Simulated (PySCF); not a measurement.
[PySCF 2.14: geometry from GFN2-xTB; NMR shieldings at PBE0/pcSseg-1/GIAO; non-relativistic Hamiltonian; single conformer; gas phase; equivalent nuclei averaged]

Shifts are taken against calculated references (same method and geometry level): ¹H, ¹³C vs TMS. Shifts are as computed. Against solution values, carbons near 30 ppm lie about +3 ppm off and those near 130 ppm about +5 ppm; carbons on Cl a further +6 ppm. Of 1211 compounds with measured shifts, 218 miss one by over three times the rms of a fit or turn the order of signals round; such compounds aren't used in these exercises. Carbons bonded to Cl come out too deshielded. OH and NH positions are gas-phase values without hydrogen bonding to other molecules.

Problem. Order these molecules by the shift of their most shielded carbon-bound hydrogen, lowest δ first.
A. Clc1ccc2ccccc2c1
B. [H]/N=C1\C=C(C(F)F)CC1
C. CCc1cpccn1
D. Cc1cc(CF)[nH]c1F

Solution. C (1.35 ppm, hydrogen on a methyl carbon), D (2.19 ppm, hydrogen on a methyl carbon on an aromatic ring), B (2.77 ppm, hydrogen on an sp3 CH2 in a ring), A (7.78 ppm, hydrogen on an aromatic CH).

Problem. Order these molecules by the shift of their most deshielded carbon, lowest δ first.
A. [H]/N=C1\C=C(C(F)F)CC1
B. Cc1ccnn1CC(F)(F)F
C. CCc1cpccn1
D. Cc1cc(CF)[nH]c1F

Solution. B (143.6 ppm, aromatic CH next to a ring nitrogen), D (153.1 ppm, aromatic carbon bearing fluorine), C (172.2 ppm, substituted aromatic carbon next to a ring nitrogen), A (187.1 ppm, C=N carbon).

Problem. How many ¹³C and ¹H signals does each give (equivalence by symmetry and fast rotation, but not about amide C–N or C=N bonds)? `Cc1cc(CF)[nH]c1F`, `Cc1ccnn1CC(F)(F)F`, `[H]/N=C1\C=C(C(F)F)CC1`, `CCc1cpccn1`, `Clc1ccc2ccccc2c1`

Solution. Cc1cc(CF)[nH]c1F: 6 C, 4 H; Cc1ccnn1CC(F)(F)F: 6 C, 4 H; [H]/N=C1\C=C(C(F)F)CC1: 6 C, 5 H; CCc1cpccn1: 6 C, 5 H; Clc1ccc2ccccc2c1: 10 C, 7 H.
